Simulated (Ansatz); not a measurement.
One change: `[CH3][AlH][SiH2]CF` becomes `[CH3][AlH][SiH2]S`.

Ansatz, PBE0-D4/def2-TZVP geometries, multiplicity 1. Each molecule was computed in one conformer, which needn't be the lowest.

```json
{"property": "HOMO energy (ωB97M-V/def2-TZVPP) / eV", "`[CH3][AlH][SiH2]CF`": "-8.92"}
{"property": "LUMO energy (B3LYP/def2-TZVPP) / eV", "`[CH3][AlH][SiH2]CF`": "-0.84"}
{"property": "HOMO–LUMO gap (B3LYP/def2-TZVPP) / eV", "`[CH3][AlH][SiH2]CF`": "5.89"}
{"property": "HOMO energy (PBE/def2-TZVPP) / eV", "`[CH3][AlH][SiH2]CF`": "-5.86"}
{"property": "LUMO energy (PBE/def2-TZVPP) / eV", "`[CH3][AlH][SiH2]CF`": "-1.54"}
{"property": "HOMO–LUMO gap (PBE0/def2-TZVPP) / eV", "`[CH3][AlH][SiH2]CF`": "6.27"}
```

(1) Give the same properties after the change, and the shifts. (An estimate is asked.)

Answers

(1) The calculation gave: 
| property | `[CH3][AlH][SiH2]S` | shift |
| --- | --- | --- |
| HOMO energy (ωB97M-V/def2-TZVPP) / eV | -9.43 | -0.51 |
| LUMO energy (B3LYP/def2-TZVPP) / eV | -2.00 | -1.16 |
| HOMO–LUMO gap (B3LYP/def2-TZVPP) / eV | 4.99 | -0.90 |
| HOMO energy (PBE/def2-TZVPP) / eV | -6.02 | -0.16 |
| LUMO energy (PBE/def2-TZVPP) / eV | -2.57 | -1.03 |
| HOMO–LUMO gap (PBE0/def2-TZVPP) / eV | 5.43 | -0.84 |

With PBE0 the HOMO falls by 0.33 eV and the LUMO falls by 1.17 eV, so the gap narrows by about 0.84 eV. PBE moves the HOMO by -0.16 eV and ωB97M-V by -0.51 eV.

B3LYP here is the variant with VWN-RPA as its local correlation; programs differ in this.
